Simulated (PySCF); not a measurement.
Structure problem from calculated spectra and properties.

Elements present: C, H, O and Si. Monoisotopic mass: 148.0196 u.

- Dipole: 0.64 D [PBE0/pcSseg-1]
- Rotational structure: rotational constants A, B, C: 1.435, 1.114, 0.788 GHz [GFN2-xTB]
- 1H NMR: chemical shifts (computed TMS as zero) by class: 6.22 (1 H), 5.70 (1 H), 5.51 (1 H), 5.40 (1 H), 5.09 (3 H), 3.38 (3 H), 2.33 (1 H), 1.65 (1 H) ppm [GIAO PBE0/pcSseg-1]
- NMR, other nuclei: isotropic shieldings of nuclei other than C and H, by class: 328 (1 O), 361 (1 Si), 393 (1 Si), 475 (1 Si) ppm [GIAO PBE0/pcSseg-1]
- 13C NMR: chemical shifts (computed TMS as zero) by class: 143.0 (1 C), 122.2 (1 C), 32.7 (1 C) ppm [GIAO PBE0/pcSseg-1]

Gas-phase values; electronic properties from PySCF, density fitting. Levels stand in brackets. The structure is a single GFN2-xTB conformer in the gas phase; no vibrational or solvent corrections. NMR classes are plain means over equivalent atoms (diastereotopic ones count apart unless rotation or inversion swaps them), as if these changed places fast.

Question: Which formula fits the mass and the elements?

Answer: C3H12OSi3 (calculated 148.0196). No other formula that holds each of these elements comes within 0.0003 u with a fitting electron parity and a possible valence count.

Question: Give a SMILES that accounts for the data.

Answer: Numbering: `[CH2:1]=[CH:2][CH2:3][Si@H:4]([SiH3:5])[O:6][SiH3:7]`. Its formula, C3H12OSi3, gives 1 degree of unsaturation: 0 rings and 1 π bond in the structure found. 3 carbons fall into 3 classes; from least to most shielded: alkene CH carbon [C2] (143.0 ppm), terminal =CH2 carbon [C1] (122.2 ppm), sp3 carbon bound to silicon [C3] (32.7 ppm). Hydrogen classes from least to most shielded: 1 H on an alkene CH carbon, C2 (6.22 ppm), 1 H on an oxygen-bound silicon, Si4 (5.70 ppm), 1 H on a terminal =CH2 carbon, C1 (5.51 ppm), 1 H on a terminal =CH2 carbon, C1 (5.40 ppm), 3 H on an oxygen-bound silicon, Si7 (5.09 ppm), 3 H on an SiH3 silicon, Si5 (3.38 ppm), 1 H on an sp3 carbon bound to silicon, C3 (2.33 ppm), 1 H on an sp3 carbon bound to silicon, C3 (1.65 ppm). The other shieldings belong to: 328 ppm, siloxane oxygen [O6]; 361 ppm, oxygen-bound silicon [Si4]; 393 ppm, oxygen-bound silicon [Si7]; 475 ppm, SiH3 silicon [Si5]. The optimised geometry has point group C1 and is an asymmetric top. Structure: `C=CC[Si@H]([SiH3])O[SiH3]`. Computed isomers that give other values at the same levels: `[SiH3][SiH2]O[SiH2]C1CC1` (13C chemical shifts (computed TMS as zero) by class: 3.5 (2 C), -2.2 (1 C) ppm); `O=C[SiH2]C[SiH2]C[SiH3]` (13C chemical shifts (computed TMS as zero) by class: 253.0 (1 C), -11.6 (1 C), -14.6 (1 C) ppm); `C[Si]1(O[SiH3])C[SiH2]C1` (13C chemical shifts (computed TMS as zero) by class: 5.9 (2 C), 4.7 (1 C) ppm). The assignments are read from this structure; whether some other isomer fits the data as well wasn't checked. The mirror image fits equally.

Shape of the structure used: `[CH2:1]=[CH:2][CH2:3][Si@H:4]([SiH3:5])[O:6][SiH3:7]`: C1–C2–C3–Si4 103°, C2–C3–Si4–Si5 53°, C3–Si4–O6–Si7 23°.
